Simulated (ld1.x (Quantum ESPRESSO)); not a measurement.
# An all-electron radial function and its pseudo partner (platinum (Pt))

Columns: radius, all-electron u(r) and pseudo u(r) of the 5d shell (level -6.17 eV) of platinum in the configuration [Xe] 4f14 5d9 6s1 6p0; PBEsol, scalar-relativistic, RRKJ scheme, ld1.x (Quantum ESPRESSO) 7.5.

```csv
r (bohr),all-electron,pseudo
0.168,0.1190,0.0086
0.335,-0.3874,0.0632
0.503,-0.1777,0.1871
0.670,0.2417,0.3668
0.838,0.5691,0.5645
1.005,0.7534,0.7300
1.172,0.8274,0.8303
1.340,0.8310,0.8564
1.508,0.7945,0.8229
1.675,0.7386,0.7569
1.842,0.6750,0.6821
2.010,0.6099,0.6111
2.178,0.5473,0.5473
2.345,0.4893,0.4893
2.512,0.4362,0.4362
2.680,0.3878,0.3878
2.848,0.3443,0.3443
3.015,0.3056,0.3056
3.182,0.2711,0.2711
3.350,0.2402,0.2402
3.518,0.2127,0.2127
3.685,0.1885,0.1885
3.852,0.1670,0.1670
4.020,0.1479,0.1479
4.188,0.1310,0.1310
4.355,0.1161,0.1161
```

How many radial nodes do the two functions have?

The all-electron 5d function has n − l − 1 = 2; the pseudo-wave has 0, since the states of the same l below it are removed with the core.

At about which radius was the pseudo-wave matched?

2.20 bohr, where the columns begin to agree (steps of 0.17 bohr).

Is the pseudo-wave norm-conserving?

Yes: the RRKJ scheme keeps the norm inside the radius equal to the all-electron one, which fixes the energy derivative of the logarithmic derivative at the level.
